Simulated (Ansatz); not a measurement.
Geometry optimisation, RKS revPBE-D4/def2-SVP (Ansatz).

input.yaml

```yaml
crystal:
  periodic: [false, false, false]
  atoms:
    - { symbol: Ti, position_ang: [-0.209899, -0.272714, 0.041572] }
    - { symbol: Cl, position_ang: [-0.42068, -0.682502, 2.319163] }
    - { symbol: F, position_ang: [1.446633, -0.13378, -0.483876] }
    - { symbol: Cl, position_ang: [-1.429076, 1.408598, -0.684073] }
    - { symbol: F, position_ang: [-0.812413, -1.688014, -0.760754] }
    - { symbol: Si, position_ang: [1.293896, 2.826469, 1.275329] }
    - { symbol: H, position_ang: [2.59821, 2.928746, 2.015631] }
    - { symbol: H, position_ang: [1.522898, 3.031558, -0.192859] }
    - { symbol: H, position_ang: [0.315925, 3.840543, 1.796005] }
    - { symbol: H, position_ang: [0.731105, 1.481698, 1.522161] }
basis:
  gaussian: { orbitals: def2-SVP }
hamiltonian:
  xc: revpbe
  dispersion: d4
relax:
  f_tol: 0.03
  max_steps: 50
```

Launched with:

```bash
$ ansatz run input.yaml --threads 4 --pin off --max-ram 5120MiB --backend cpu --events-out ev --progress --plain --runs-dir out
```

Q: Where does it end, and by what steps?

A: The forces met the threshold. After 10 steps the energy has fallen by 0.168 eV; Cl2 moved furthest, 0.52 Å.

| step | energy less start (eV) | largest force component (eV/Å) | accepted |
| --- | --- | --- | --- |
| 0 | 0.0000 | 1.329 | yes |
| 1 | -0.1234 | 0.288 | yes |
| 2 | -0.1392 | 0.128 | yes |
| 3 | -0.1366 | 0.731 | no |
| 4 | -0.1504 | 0.070 | yes |
| 5 | -0.1577 | 0.103 | yes |
| 6 | -0.1627 | 0.048 | yes |
| 7 | -0.1656 | 0.131 | yes |
| 8 | -0.1669 | 0.080 | yes |
| 9 | -0.1677 | 0.106 | yes |
| 10 | -0.1683 | 0.022 | yes |

```xyz
10
Properties=species:S:1:pos:R:3
Ti -0.319 -0.480 -0.015
Cl -0.626 -1.093 2.066
F 1.373 -0.192 -0.325
Cl -1.497 1.316 -0.471
F -0.839 -1.768 -1.063
Si 1.389 2.992 1.326
H 2.735 3.280 1.930
H 1.525 2.853 -0.162
H 0.442 4.115 1.647
H 0.854 1.717 1.915
```

Whether the end is a true minimum wasn't checked by a vibrational analysis.

The run took 27 s on 4 threads of Arm Neoverse V1, with other jobs on the host, peak memory 0.22 GiB.
